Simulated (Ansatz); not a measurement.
System: butyl(trichloro)germane, C4H9Cl3Ge, net charge 0, singlet state. 
Structure (B3LYP-D3(BJ)/def2-TZVP (Ansatz, a quantum-chemistry and plane-wave program) minimum search):
SMILES: CCC[CH2][Ge]([Cl])([Cl])[Cl]
```xyz
17

C     -4.6212    -0.5257     0.7068
C     -3.3783    -1.2103     0.1463
C     -2.1232    -0.3468     0.2775
C     -0.8845    -1.0397    -0.2858
Ge     0.7290     0.0422    -0.1298
Cl     1.1558     0.5155     1.9322
Cl     2.4533    -0.9710    -0.9358
Cl     0.5200     1.9133    -1.1849
H     -4.4985    -0.2961     1.7677
H     -4.8212     0.4133     0.1857
H     -5.5033    -1.1593     0.6026
H     -3.5357    -1.4568    -0.9083
H     -3.2152    -2.1613     0.6628
H     -1.9615    -0.1014     1.3308
H     -2.2819     0.6031    -0.2403
H     -0.6704    -1.9757     0.2342
H     -0.9932    -1.2661    -1.3485
```
Charge 0, spin multiplicity 1.

Basis-set convergence of Hartree-Fock and MP2 correlation energies (hartree) with Ansatz. Valence correlation only, unless marked. No spin-orbit coupling. Frozen are the shells of the preceding noble gas and the d and f shells that filled before the atom's block. Non-relativistic.

| basis | functions | E(HF) | E(corr, MP2) |
|---|---|---|---|
| def2-SVPD | 271 | -3609.95416 | -1.13037 |
| def2-TZVPPD | 508 | … | … |

**Question.** Fill in the missing entries.

**Answer.** 
- def2-TZVPPD, E(HF): -3610.83918
- def2-TZVPPD, E(corr, MP2): -1.38423
